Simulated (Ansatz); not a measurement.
Ideal-gas functions of C2H2ClFSi, SMILES `FC1=C(Cl)[SiH2]1` at 298.15 K and 1 bar, from an Ansatz frequency run at PBE0-D4/def2-TZVP.

Molar mass 108.57 g/mol, point group Cs (symmetry number 1), electronic degeneracy 1, moments of inertia 119.022, 220.046, 333.058 u Å². Harmonic wavenumbers (cm⁻¹, unscaled): 179, 218, 318, 471, 550, 592, 658, 694, 770, 936, 990, 1209, 1749, 2231, 2239.

Use S(trans) = R[1.5 ln M + 2.5 ln T − 1.1517]; rotational temperatures θ = 24.2544 K / I; S(rot) = R[ln(√π/σ · √(T³/θAθBθC)) + 1.5]; for each mode x = 1.438777 ν̃/T, S = R[x/(eˣ − 1) − ln(1 − e⁻ˣ)] and H = RT x/(eˣ − 1); 1 cm⁻¹ = 0.0119627 kJ/mol; R = 8.31446 J/(mol·K).

Question: By hand: the entropy, in J/(mol·K).

Answer: Translation 167.3. Rotation: θ = 0.2038, 0.1102, 0.0728 K, giving 115.0. Vibration, mode by mode: 9.79, 8.27, 5.52, 3.07, 2.28, 1.94, 1.51, 1.31, 0.98, 0.51, 0.41, 0.17, 0.02, 0.00, 0.00, in all 35.8. Electronic 0.0. Sum 318.1 J/(mol·K).

Question: By hand: H − E and G − E in kJ/mol, counted from the electronic energy.

Answer: Zero-point energy ½ × 13804 × 0.0119627 = 82.6; thermal vibration 6.7; translation, rotation and pV give 4 RT = 9.9. H − E = 99.2 kJ/mol, and G − E = 99.2 − 298.15 × 318.1/1000 = 4.4 kJ/mol.

Vibration gives 11 % of the entropy.
